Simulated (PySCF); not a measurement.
In(OH)2(OSiH3) (H5InO3Si), SMILES [OH][In]([OH])[O][SiH3]. Atoms are numbered in the order given.

```xyz
10

In     0.0032     0.6206     0.0000
O      1.3787     2.0525     0.0000
H      0.9874     2.9338     0.0000
O     -1.9768     0.8296     0.0000
H     -2.2554     1.7526     0.0000
O      0.6931    -1.2305     0.0000
Si     0.0546    -2.7547     0.0000
H     -0.7943    -3.0002     1.2103
H      1.1745    -3.7434     0.0000
H     -0.7943    -3.0002    -1.2103
```
Charge 0, spin multiplicity 1.

The structure is a stationary point at PBE0-D3(BJ)/def2-SVP. The def2 effective core potentials stand for the cores of In; spin–orbit coupling is left out. Other conformers were not sampled.

Method: ωB97X/def2-TZVP in PySCF.

ESP charges are fitted to the potential on shells at 1.4 to 2.0 van der Waals radii. Atomic charges (e):

| atom | ESP fit | Mulliken |
|---|---|---|
| In1 | 1.14 | 1.03 |
| O2 | -0.75 | [?] |
| H3 | 0.37 | 0.32 |
| O4 | -0.76 | [?] |
| H5 | 0.37 | 0.32 |
| O6 | -0.48 | -0.57 |
| Si7 | 0.39 | [?] |
| H8 | -0.09 | [?] |
| H9 | -0.09 | [?] |
| H10 | -0.09 | [?] |

### Question
Complete the blanks. (The exact figures need the calculation; the answer reports its results.)

### Answer

- O2, Mulliken: -0.63
- O4, Mulliken: -0.64
- Si7, Mulliken: 0.36
- H8, Mulliken: -0.06
- H9, Mulliken: -0.06
- H10, Mulliken: -0.06
